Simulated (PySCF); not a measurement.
HfFH3, SMILES [F][HfH3], multiplicity 1. Geometry optimised at PBE-D3(BJ)/def2-TZVP. The multiplicity is an assumed one; no other spin state was optimised. The structure was generated by enumeration; whether it is a known compound was not checked. The def2 effective core potentials stand for the cores of Hf; spin–orbit coupling is left out.

Calculation: PBE-D3(BJ)/def2-TZVP (PySCF).

Harmonic wavenumbers (cm⁻¹): 393, 393, 525, 651, 652, 679, 1676, 1676, 1719. Rotational constants (GHz): 53.78, 7.471, 7.471; symmetry number 3.

Task: Work out the zero-point energy and the ideal-gas rigid-rotor harmonic-oscillator thermochemistry at 298.15 K and 1 atm.

Result: ZPE = ½ Σ hcν = ½ × 8364 cm⁻¹ = 50.03 kJ/mol. H − E(el) = 63.19 kJ/mol. Entropy in J/(mol K): translation 174.86, rotation 83.74, vibration 15.31, total 273.91. G − E(el) = -18.48 kJ/mol. Cp = 62.54 J/(mol K).
